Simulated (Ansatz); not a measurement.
`C[Si](C)(F)CC[SiH](F)F` → 4 C• + 3 F• + 11 H• + 2 Si•  (atomization)

Computed with Ansatz on PBE0-D4/def2-TZVP structures; ΔE is electronic, products minus reactants. CBS: MP2 limit from def2 TZ/QZ plus the TZ coupled-cluster correction, frozen cores. This one scheme is used for every species, atoms too. DFT in def2-TZVPP. HSE06 is defined as in plane-wave codes. No spin–orbit coupling; open shells (•) take unrestricted orbitals. Spin–orbit coupling would lower the free atoms: a little for C, F, Si. One conformer a species, not always the lowest.

`C[Si](C)(F)CC[SiH](F)F`:

```xyz
20

C     0.560   -1.157   -1.642
Si    0.131    0.493   -0.904
C    -0.557    1.678   -2.160
F     1.494    1.134   -0.322
C    -1.026    0.342    0.561
C    -0.663   -0.698    1.631
Si    0.981   -0.506    2.469
F     2.131   -1.165    1.588
F     0.943   -1.337    3.829
H     1.222   -1.037   -2.503
H    -0.339   -1.680   -1.981
H     1.071   -1.790   -0.913
H    -1.474    1.285   -2.607
H    -0.790    2.644   -1.706
H     0.162    1.849   -2.965
H    -2.030    0.135    0.172
H    -1.089    1.340    1.011
H    -0.685   -1.711    1.211
H    -1.414   -0.697    2.431
H     1.373    0.878    2.798
```

```csv
level,ΔE (kcal/mol),difference from CCSD(T)/CBS
r2SCAN-D4,1927.6,0.9
B97M-V,1926.4,-0.3
HSE06-D4,1920.8,-5.9
BHLYP-D4,1876.3,-50.4
ωB97X-V,1927.7,1.0
PBE0,1909.1,-17.6
r2SCANh,1914.4,-12.3
MP2/def2-SVP,1842.7,-84.0
CCSD/def2-SVP,1800.4,-126.3
MP2/def2-QZVPP,1941.7,15.0
CCSD(T)/CBS,1926.7,0
```

Largest T1 diagnostic among the species: 0.012.

From r2SCAN to r2SCAN0 (25 % exact exchange), in def2-TZVPP and without D4, ΔE moves by −23.6 kcal/mol: exact exchange takes away binding that semilocal exchange gives to molecules. In def2-TZVPP, CCSD(T) changes the Hartree–Fock value by +417.0 kcal/mol (the triples alone add +23.0 kcal/mol) and MP2 by +450.6 kcal/mol; breaking electron pairs costs correlation energy, which Hartree–Fock lacks. Leaving LDA and LC-ωPBE aside and taking each functional with its dispersion term where it has one, the values, not all of them listed here, spread over 67.3 kcal/mol, from BHLYP-D4 to PBE-D4. LDA lies +239.1 kcal/mol from PBE without D4, its usual overbinding.

For atomizations the MP2-based limit and the directly extrapolated one differ by several kJ/mol either way, and by 10 to 25 for some Ge, Se and Sn compounds, so smaller differences from it don't rank the levels.
